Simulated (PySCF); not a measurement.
# Ligand-field analysis of Co(SH)2

The complex Co(SH)2 (charge 0) contains Co(II), shell d7. The structure is a PBE0-D3(BJ)/def2-TZVP geometry optimised for multiplicity 4; coordination linear, point group C2h, metal–donor distances 2.17 Å.

```
5

Co    0.0000    0.0000    0.0000
S     0.0000    0.0000    2.1706
H     1.3453    0.0000    2.2546
S     0.0000    0.0000   -2.1706
H    -1.3453    0.0000   -2.2546
```

Method (PySCF 2.14, density fitting): CASSCF(7,5) with orbitals averaged over all microstates of the shell, strongly contracted NEVPT2 on the averaged canonical orbitals; basis x2c-TZVPall on the metal, x2c-SVPall elsewhere; spin-free X2C; gas phase; spin-orbit coupling by state interaction with the mean-field operator over all roots.

## Spin-free states

```
2S+1  deg.  symmetry  free-ion term  CASSCF / cm⁻¹  NEVPT2 / cm⁻¹  f(ED)
   4     1       4Ag        4F 0.99              0              0      –
   4     1       4Bg        4F 0.99             18             89      0
   4     1       4Bg        4F 0.99           1294           1881      0
   4     1       4Ag        4F 1.00           1422           2017      0
   4     1       4Bg        4F 0.98           2303           3477      0
   4     1       4Ag        4F 1.00           2565           4041      0
   4     1       4Bg        4F 0.99           2972           4808      0
   4     1       4Bg        4P 0.97          17449          14514      0
   2     1       2Ag        2G 0.87          17969          16032      –
   2     1       2Bg        2G 0.88          17916          16498      –
   4     1       4Ag        4P 0.99          18794          16650      0
   2     1       2Ag        2G 0.91          18082          16730      –
   2     1       2Bg        2G 0.93          18450          17422      –
   2     1       2Ag        2G 0.96          18704          17670      –
   2     1       2Ag        2G 0.97          19108          18469      –
```

Only the lowest 15 spin-free levels are listed. Energies are counted from the ground state at NEVPT2 level. Weights follow the labels. f(ED) is the electric-dipole oscillator strength from the ground state at the fixed geometry, without vibronic coupling; occupations, where given, run over the ligand-field orbitals from the lowest.

## Ligand-field fit

```csv
cm⁻¹,CASSCF
B,1160
"B, free ion",1251
C,4357
"C, free ion",4616
rms of the fit,220
```

```tsv
orbital	CASSCF / cm⁻¹	metal share	main function
1	0	1.00	x2-y2 0.96
2	89	1.00	xy 1.00
3	1154	0.98	xz 0.97
4	4143	0.90	z2 0.98
5	4595	0.95	yz 1.00
```

ζ = 504 cm⁻¹, against 526 for the free ion.

## Spin-orbit levels

| E / cm⁻¹ | deg. | make-up | g (S′ = 1/2) |
| --- | --- | --- | --- |
| 0.0 | 2 | 0.53 4Ag + 0.46 4Bg | 0.05 0.07 11.08 |
| 359.6 | 2 | 0.56 4Ag + 0.39 4Bg | 0.77 0.79 6.96 |
| 767.0 | 2 | 0.53 4Bg + 0.39 4Ag + 0.05 4Bg | 0.33 2.13 2.91 |
| 1223.3 | 2 | 0.51 4Bg + 0.43 4Ag | 0.72 0.81 1.09 |
| 2120.8 | 2 | 0.51 4Bg + 0.43 4Ag | 0.12 0.23 9.87 |
| 2436.5 | 2 | 0.55 4Bg + 0.35 4Ag + 0.04 4Bg | 0.70 0.81 5.85 |
| 2756.2 | 2 | 0.54 4Ag + 0.36 4Bg | 0.01 1.86 2.37 |
| 3030.1 | 2 | 0.52 4Ag + 0.41 4Bg | 0.65 1.05 2.21 |
| 3751.0 | 2 | 0.68 4Bg + 0.26 4Ag | 0.14 0.15 9.27 |
| 4008.2 | 2 | 0.84 4Bg + 0.08 4Ag + 0.04 4Bg | 3.40 3.84 4.25 |

Only the lowest levels are listed: 20 of 120 states.

Magnetism:

Degenerate or low-lying orbital states mix with the ground state, so no spin-only Hamiltonian applies. The lowest spin-orbit level is 2-fold, effective g = 0.05, 0.07, 11.08; the next lies at 359.6 cm⁻¹. μeff is 6.00 μB at 300 K and 5.57 μB at 10 K; the spin-only value is 3.88 μB.

```
T / K  χT / cm³ K mol⁻¹  μeff / μB  χT along axes a, b, c
    2             3.848       5.55        0.01 0.02 11.52
    5             3.861       5.56        0.02 0.04 11.52
   10             3.882       5.57        0.04 0.08 11.52
   20             3.924       5.60        0.08 0.17 11.52
   30             3.966       5.63        0.13 0.25 11.52
   50             4.051       5.69        0.21 0.42 11.53
   75             4.154       5.76        0.31 0.62 11.52
  100             4.247       5.83        0.42 0.83 11.49
  150             4.385       5.92        0.62 1.22 11.32
  200             4.462       5.97        0.80 1.56 11.02
  250             4.497       6.00        0.97 1.86 10.66
  300             4.505       6.00        1.11 2.12 10.29
```

Axes in the frame of the coordinates: a = (1.00, 0.00, 0.08); b = (0.00, -1.00, 0.00); c = (-0.08, 0.00, 1.00).

Powder magnetisation at 2 K: 1.48 μB at 0.5 T, 2.21 μB at 1 T, 2.62 μB at 2 T, 2.72 μB at 3 T, 2.78 μB at 5 T, 2.81 μB at 7 T.

4Bg (89 cm⁻¹) lies within 300 cm⁻¹ of 4Ag at NEVPT2 level, inside the method's error: their order is undecided, and g values and low-temperature moments can hang on it. NEVPT2 lifts 4Ag from 2565 to 4041 cm⁻¹; on the d shell alone such lifts tend to overshoot. Gaps between spin states lean to high spin in this active space.

The job took 5.2 s on one thread of Arm Neoverse V1 (shared host), with 94 basis functions, launched as `OMP_NUM_THREADS=1 python lf_run.py task.json out`.
